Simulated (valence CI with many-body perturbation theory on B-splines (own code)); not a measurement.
**W68+: calculated level list**

Calculated by configuration interaction combined with many-body perturbation theory (CI+MBPT): four valence electrons over a frozen Dirac-Fock core [He], a basis of 11 s, 11 p, 10 d, 8 f, 5 g, 2 h functions for each j, with the one-electron correlation potential Σ1 (screened to all orders), the two-electron term Σ2, the three-electron term Σ3, Breit, model QED; selected single and double excitations, second order for the rest, scaled by the run's own slope (own B-spline code, finite nucleus).

No measured spectrum was set against this ion. As an estimate, large intervals hold to a few tenths of a per cent, small ones and those within an open d or f shell to about a per cent. Among the levels kept, up to 1300 cm⁻¹ of a level comes from second order outside the variational space, and about a tenth of that is noise between levels of different J, which matters for small intervals.

Levels 136 to 180 of 219, with energies above the lowest level, (2s^2 2p1/2^2) J=0. "Leading %" is the weight of the configuration and term that name the level; weights of strongly mixed levels are sums over their largest components and can fall short. In the jj column 3d3/2^4 stands for four electrons in 3d with j = 3/2. Lifetimes count E1, E2, E3, M1 and M2 decay at the calculated energies, and are blank where another channel may lead or the interval is too uncertain; long ones can be off by a factor of two.

```tsv
No.	Configuration	Term	J	E (Ry)	Leading %	Second component	Lifetime	Leading jj
136	2s 2p2 3p	3P°	2	1003.4	27	25 % 2s 2p2 3p 5P°	5.63 fs	2s 2p3/2^2 3p1/2 (100 %)
137	2s 2p2 3p	3D°	3	1003.5	42	20 % 2s 2p2 3p 5D°	2.28 fs	2s 2p3/2^2 3p1/2 (100 %)
138	2s 2p2 3s	1P	1	1003.9	41	31 % 2s 2p2 3s 3D	2.84 fs	2s 2p3/2^2 3s (100 %)
139	2s 2p2 3s	3P	2	1004.2	62	18 % 2s 2p2 3s 1D	8.84 fs	2s 2p3/2^2 3s (99 %)
140	2s 2p2 3s	1S	0	1005.8	68	32 % 2s 2p2 3s 3P	6.37 fs	2s 2p3/2^2 3s (99 %)
141	2s 2p2 3p	3P°	1	1011.4	33	18 % 2s 2p2 3p 3S°	2.20 fs	2s 2p3/2^2 3p1/2 (99 %)
142	2s 2p2 3p	3P°	0	1011.4	79	16 % 2s 2p2 3p 5D°	84.6 fs	2s 2p3/2^2 3p1/2 (100 %)
143	2s 2p2 3p	3P°	1	1011.5	50	22 % 2s 2p2 3p 1P°	2.27 fs	2s 2p3/2^2 3p1/2 (99 %)
144	2s 2p2 3p	3D°	2	1011.6	32	23 % 2s 2p2 3p 3F°	3.58 fs	2s 2p3/2^2 3p1/2 (99 %)
145	2p3 3s	5S°	2	1020.6	54	32 % 2p3 3s 3D°	11.2 fs	2p1/2 2p3/2^2 3s (99 %)
146	2p3 3s	3S°	1	1021.5	54	43 % 2p3 3s 3D°	3.25 fs	2p1/2 2p3/2^2 3s (98 %)
147	2p3 3s	3D°	3	1022.2	98		9.28 fs	2p1/2 2p3/2^2 3s (98 %)
148	2p3 3s	1D°	2	1023.1	64	34 % 2p3 3s 3D°	3.56 fs	2p1/2 2p3/2^2 3s (99 %)
149	2p3 3p	5P	1	1026.7	46	22 % 2p3 3p 3D	1.22 fs	2p1/2 2p3/2^2 3p1/2 (99 %)
150	2p3 3s	3P°	0	1026.8	100		7.02 fs	2p1/2 2p3/2^2 3s (100 %)
151	2p3 3s	3P°	1	1026.9	66	33 % 2p3 3s 1P°	5.27 fs	2p1/2 2p3/2^2 3s (98 %)
152	2p3 3p	3F	2	1027.2	34	21 % 2p3 3p 5P	1.22 fs	2p1/2 2p3/2^2 3p1/2 (99 %)
153	2p3 3p	3F	3	1028.4	44	33 % 2p3 3p 1F	1.22 fs	2p1/2 2p3/2^2 3p1/2 (99 %)
154	2s2 2p 4s	3P°	0	1030.2	100		6.36 fs	2s^2 2p1/2 4s (100 %)
155	2s2 2p 4s	3P°	1	1030.4	67	33 % 2s2 2p 4s 1P°	5.55 fs	2s^2 2p1/2 4s (100 %)
156	2p3 3p	3P	2	1031.7	50	22 % 2p3 3p 1D	1.45 fs	2p1/2 2p3/2^2 3p1/2 (99 %)
157	2p3 3p	3D	1	1032.6	73	22 % 2p3 3p 1P	1.23 fs	2p1/2 2p3/2^2 3p1/2 (99 %)
158	2s 2p2 3p	5D°	4	1032.7	63	37 % 2s 2p2 3p 3F°	156 fs	2s 2p3/2^2 3p3/2 (100 %)
159	2s 2p2 3p	3D°	3	1033.0	52	34 % 2s 2p2 3p 5P°	4.41 fs	2s 2p3/2^2 3p3/2 (99 %)
160	2s2 2p 4p	3D	1	1033.0	74	22 % 2s2 2p 4p 1P	9.61 fs	2s^2 2p1/2 4p1/2 (100 %)
161	2s 2p2 3p	3P°	1	1033.9	37	32 % 2s 2p2 3p 3S°	2.05 fs	2s 2p3/2^2 3p3/2 (98 %)
162	2s2 2p 4p	3P	0	1034.1	67	33 % 2s2 2p 4p 1S	9.96 fs	2s^2 2p1/2 4p1/2 (100 %)
163	2s 2p2 3p	3P°	2	1036.2	45	20 % 2s 2p2 3p 1D°	1.90 fs	2s 2p3/2^2 3p3/2 (99 %)
164	2p3 3p	3P	0	1036.5	65	34 % 2p3 3p 1S	1.47 fs	2p1/2 2p3/2^2 3p1/2 (99 %)
165	2s 2p2 3d	3D	2	1040.0	25	24 % 2s 2p2 3d 5D	695 as	2s 2p3/2^2 3d3/2 (99 %)
166	2s 2p2 3d	5D	3	1040.1	26	18 % 2s 2p2 3d 3F	675 as	2s 2p3/2^2 3d3/2 (97 %)
167	2s 2p2 3d	5P	1	1040.3	43	19 % 2s 2p2 3d 3P	597 as	2s 2p3/2^2 3d3/2 (99 %)
168	2s 2p2 3d	3F	4	1040.3	39	24 % 2s 2p2 3d 5F	663 as	2s 2p3/2^2 3d3/2 (99 %)
169	2s 2p2 3p	3P°	0	1040.8	60	38 % 2s 2p2 3p 1S°	42.1 fs	2s 2p3/2^2 3p3/2 (100 %)
170	2s 2p2 3p	3D°	3	1041.1	62	16 % 2s 2p2 3p 3F°	2.58 fs	2s 2p3/2^2 3p3/2 (99 %)
171	2s 2p2 3p	3P°	2	1041.3	71	6 % 2s 2p2 3p 5D°	13.8 fs	2s 2p3/2^2 3p3/2 (100 %)
172	2s 2p2 3p	1P°	1	1042.0	49	20 % 2s 2p2 3p 3P°	1.77 fs	2s 2p3/2^2 3p3/2 (99 %)
173	2s 2p2 3p	3P°	2	1042.2	45	22 % 2s 2p2 3p 1D°	21.8 fs	2s 2p3/2^2 3p3/2 (100 %)
174	2s 2p2 3p	1P°	1	1044.6	35	24 % 2s 2p2 3p 3S°	5.20 fs	2s 2p3/2^2 3p3/2 (100 %)
175	2s2 2p 4p	3P	1	1046.1	48	29 % 2s2 2p 4p 3S	14.7 fs	2s^2 2p1/2 4p3/2 (97 %)
176	2s2 2p 4p	3D	2	1046.3	50	33 % 2s2 2p 4p 1D	15.1 fs	2s^2 2p1/2 4p3/2 (100 %)
177	2s 2p2 3d	5F	5	1046.4	63	37 % 2s 2p2 3d 3G	397 fs	2s 2p3/2^2 3d5/2 (100 %)
178	2s 2p2 3d	3F	4	1046.7	52	33 % 2s 2p2 3d 5D	111 fs	2s 2p3/2^2 3d5/2 (99 %)
179	2s 2p2 3d	3P	0	1047.1	84	14 % 2s 2p2 3d 5D	1.18 fs	2s 2p3/2^2 3d5/2 (54 %)
180	2s 2p2 3d	3D	1	1047.3	47	17 % 2s 2p2 3d 3P	670 as	2s 2p3/2^2 3d3/2 (87 %)
```

Where two levels of one J and parity lie close, their mixing, g and order are uncertain.
